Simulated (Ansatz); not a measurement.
Breaking the Se1–H2 bond in H2OSe (SMILES O[SeH]) (multiplicity 1 held, fragments rigid). Energies count from the point at 1.482 Å.
Geometry at that point (charge 0, multiplicity 1):
```xyz
4

Se    -0.242    -0.063     0.281
H     -1.328    -0.387    -0.673
O      1.065     0.179    -0.961
H      1.046     1.112    -1.205
```

Signs of static correlation in cc-pVTZ, with CASSCF(4,3), from Ansatz (an electronic-structure program) runs.

```tsv
R (Å)	T1 of restricted CCSD	⟨S²⟩ of UHF	largest double amplitude of restricted CCSD	weight of the CASSCF reference in MRCISD	CASSCF natural occupations
1.185	0.012	0.000	0.042	0.902	2.00 1.99 0.01
1.333	0.012	0.000	0.041	0.901	2.00 1.98 0.02
1.482	0.012	0.000	0.040	0.901	2.00 1.97 0.03
1.630	0.013	0.000	0.043	0.900	2.00 1.96 0.04
1.778	0.014	0.000	0.080	0.900	2.00 1.93 0.07
2.000	0.016	0.305	…	0.900	2.00 1.88 0.12
2.222	0.019	0.655	0.226	0.899	2.00 1.80 0.20
2.593	0.025	0.892	0.359	0.899	2.00 1.62 0.38
2.963	0.032	0.971	0.494	0.900	2.00 1.42 0.58
3.408	0.039	1.001	…	0.900	2.00 1.23 0.77
4.000	0.044	1.011	0.753	0.900	2.00 1.10 0.90
4.741	0.045	1.013	0.824	0.900	2.00 1.03 0.97
```

### Question
What belongs in the gaps?

### Answer

- 2.000, largest double amplitude of restricted CCSD: 0.152
- 3.408, largest double amplitude of restricted CCSD: 0.632

Doubts at one or more of the structures used: active orbitals that take no part (SC-NEVPT2 on CASSCF(4,3)/cc-pVTZ); a restricted determinant that unrestricted orbitals would lower (R-CCSD(T)/cc-pVTZ); other coupled-cluster roots lie near (R-CCSD(T)/cc-pVTZ); a spin-contaminated determinant (U-CCSD(T)/cc-pVTZ); T1 above 0.05 (U-CCSD(T)/cc-pVTZ); the program's own flag: large difference (U-CCSD(T)/cc-pVTZ).
